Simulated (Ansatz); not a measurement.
Consider the formal hydrolysis of the Si–Cl bond: `C[Si](O)(Cl)Br` + H₂O → `C[Si](O)(O)Br` + HCl.

Computed with Ansatz on PBE0-D4/def2-TZVP structures; ΔE is electronic, products minus reactants. CBS: MP2 limit from def2 TZ/QZ plus the TZ coupled-cluster correction, frozen cores. This one scheme is used for every species. DFT in def2-TZVPP. For Br outer-core shells are correlated without core-valence functions, which leaves a few kJ/mol of doubt a bond. Scalar relativity is left out up to krypton. One conformer a species, not always the lowest.

CCSD(T)/CBS gives -1.4 kcal/mol.

Q: Another level gave +0.1 kcal/mol. Which?
A. revPBE-D4/def2-TZVPP
B. LC-ωPBE/def2-TZVPP
C. CAM-B3LYP/def2-TZVPP
D. PBE0/def2-TZVPP

A: A. revPBE-D4 0.1, LC-ωPBE -2.2, PBE0 -1.1, CAM-B3LYP -4.0 kcal/mol.

Largest T1 diagnostic among the species: 0.009.

At CCSD(T), def2-SVP lies −0.8 kcal/mol from the extrapolated value and def2-TZVPP −1.5 kcal/mol. In def2-TZVPP, CCSD(T) changes the Hartree–Fock value by +1.6 kcal/mol (the triples alone add +0.4 kcal/mol) and MP2 by +3.0 kcal/mol.
